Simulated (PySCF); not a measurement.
C₂H₉NSi₂, SMILES [SiH2]([SiH2]N)C=C (GFN2-xTB optimised geometry):

```
14

C      1.644     1.019    -2.433
C      2.341     0.338    -1.537
Si     1.600    -0.466     0.000
Si    -0.704    -0.466     0.000
N     -1.214     1.186     0.000
H      2.096     1.471    -3.305
H      0.579     1.154    -2.334
H      3.410     0.236    -1.687
H      2.144    -1.833     0.057
H      2.199     0.231     1.155
H     -1.255    -1.247     1.128
H     -1.350    -1.009    -1.201
H     -2.199     1.390    -0.058
H     -0.778     1.833     0.637
```

Level of theory: CAM-B3LYP/def2-TZVP in PySCF 2.14.0.

What are the frontier orbital energies and the dipole moment?

HOMO-2 -9.70 eV, HOMO-1 -9.17 eV, HOMO -8.71 eV, LUMO 0.77 eV, LUMO+1 0.98 eV; dipole moment 1.22 D.

Meta-Löwdin charges at CAM-B3LYP/def2-TZVP: C1 -0.22, C2 -0.34, Si3 0.38, Si4 0.54, N5 -0.75, H6 0.12, H7 0.12, H8 0.12, H9 -0.10, H10 -0.10, H11 -0.13, H12 -0.11, H13 0.23, H14 0.23.
